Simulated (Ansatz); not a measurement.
CH$_{2}$I, doublet, geometry from GFN2-xTB (core potentials on I). Base run: PBE0/def2-SV(P) (Ansatz, an electronic-structure program).

Ansatz was given this input:
Ansatz 0.2 input:
```yaml
crystal:
  periodic: [false, false, false]
  atoms:
    - {symbol: C, position_ang: [-1.76238477, -0.01833772, 0.07881161]}
    - {symbol: I, position_ang: [0.28516808, 0.00308136, -0.00770438]}
    - {symbol: H, position_ang: [-2.28046389, 0.90745591, -0.05339585]}
    - {symbol: H, position_ang: [-2.25913562, -0.96074191, -0.01114158]}
basis:
  gaussian:
    orbitals: def2-SV_P_.json
hamiltonian:
  xc: pbe0
magnetization: {spin_polarized: true, initial_magnetization: 1}
```
The basis file holds def2-SV(P) in the JSON format of the Basis Set Exchange.

The base run was repeated with changes; each row names its change, and settings that it needs were set with it.

| change | basis functions | E (Eh) |
|---|---|---|
| base | 44 | -336.86515 |
| basis = x2c-SVPall; relativity = none | 60 | -6766.33850 |
| basis = x2c-SVPall; relativity = spin-free X2C | 60 | -7153.82404 |
| basis = x2c-TZVPall; relativity = spin-free X2C; nucleus = Gaussian | 103 | -7154.46385 |
| basis = ANO-RCC-VDZP; relativity = spin-free X2C | 67 | -7154.49422 |
| basis = x2c-TZVPall; relativity = spin-free X2C | 103 | -7154.66580 |
| basis = x2c-SVPall; relativity = spin-free X2C; nucleus = Gaussian | 60 | -7153.64563 |
| basis = ANO-RCC-VDZP; relativity = none | 67 | -6716.37487 |
| basis = x2c-TZVPall; relativity = none | 103 | -6806.08872 |
| basis = ANO-RCC-VDZP; relativity = spin-free X2C; nucleus = Gaussian | 67 | -7154.25578 |

Total energies compare only within one method and basis.

Ansatz warned in this series: the basis is contracted for relativity, which the run leaves out.

Basis sets contracted for a relativistic Hamiltonian are a mismatch without it, so the rows without relativity aren't non-relativistic limits. No row has spin-orbit coupling; sets with core potentials leave out the core electrons.
